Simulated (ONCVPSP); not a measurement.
How hard is this In (Z = 49) ONCV potential?

In, optimised norm-conserving Vanderbilt (ONCV), made with ONCVPSP 4.0.1 (PBE, scalar-relativistic). Core [Kr] 4d10, reference 5s2 5p1. Waves: 5s: rc 1.75 bohr, ncon 4, nbas 8, qcut 3.4 1/bohr, local; 5p: rc 2.00 bohr, ncon 3, nbas 7, qcut 3.9 1/bohr, 2 projectors, debl 3.1 Ha. Local part: the s channel. Core correction: Teter function, fcfact 2.75, rcfact 1.75.

For each optimised wave give the share of its norm inside rc, the residual kinetic energy above qcut (Ha) and the cutoffs (Ha) for errors of 10, 1, 0.1 and 0.01 mHa per electron.

```json
{"wave": "5s", "norm inside rc": "0.169", "residual KE": "1.4e-03", "10 mHa": "3.5", "1 mHa": "14.6", "0.1 mHa": "54.4", "0.01 mHa": "73.4"}
{"wave": "5p", "norm inside rc": "0.096", "residual KE": "4.6e-05", "10 mHa": "1.0", "1 mHa": "4.2", "0.1 mHa": "6.2", "0.01 mHa": "41.1"}
{"wave": "p projector 2", "norm inside rc": "0.132", "residual KE": "1.3e-02", "10 mHa": "10.2", "1 mHa": "52.5", "0.1 mHa": "93.3", "0.01 mHa": "not reached"}
```

The occupied waves need 15 Ha and 54 Ha for 1 and 0.1 mHa. The cutoffs count occupied waves only; projector 2 of the p channel, the hardest unoccupied one, needs 52 Ha at the loose tolerance. Its largest configuration-test error is -460 meV.
